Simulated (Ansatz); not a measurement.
Cost and result up the ladder for the cluster Rb₄Br₃ (7 atoms). The state is a doublet with charge 0. Geometry: PBE-D4/def2-SVP.

```xyz
7

Rb    1.1152    0.0958   -2.8356
Rb   -3.0074   -0.0805   -0.4949
Rb    0.8875   -1.7337    1.4333
Rb    0.4175    2.8654    0.9464
Br    2.7211    0.6586    0.0186
Br   -1.4158    0.4876    2.3643
Br   -0.7179   -2.2931   -1.4323
```

Ansatz on 4 threads of Arm Neoverse V2 on a shared host. Times are rough, and most runs start from the orbitals of an earlier one. PBE0-D4/def2-TZVP serves as the yardstick here, not as an exact answer. Differences are given only for rows in sets of like size (and for xTB, whose basis is part of the method), since another set adds its own error. Binding counts from free atoms at the same level (Rb doublet, Br doublet; other spins of the atoms weren't run), without zero-point energy or a counterpoise term.

In the def2 sets Rb takes a core potential; there is no spin–orbit coupling. Correlated methods freeze 27 core orbitals; core or outer-core shells of Rb, Br are correlated, in sets that lack core-valence functions. The structure comes from a short search, and lower isomers may exist.

Correlated methods converge slowly with the basis.

```csv
level,functions,wall time,binding energy per atom (eV),difference from PBE0-D4/def2-TZVP (eV)
PBE-D4/def2-SVP,192,11 s,2.25,–
PBE0-D4/def2-SVP,192,21 s,2.26,–
PBE-D4/def2-TZVP (with forces),276,22 s,2.21,-0.02
MP2/def2-TZVP,276,27 s,2.25,0.02
PBE0-D4/def2-TZVP,276,28 s,2.22,0.00
BHLYP-D4/def2-TZVP,276,30 s,2.21,-0.01
RPA@PBE/def2-TZVP,276,40 s,1.99,-0.23
B2PLYP/def2-TZVP,276,44 s,2.16,-0.06
r2SCAN-D4/def2-TZVP,276,52 s,2.28,0.06
```
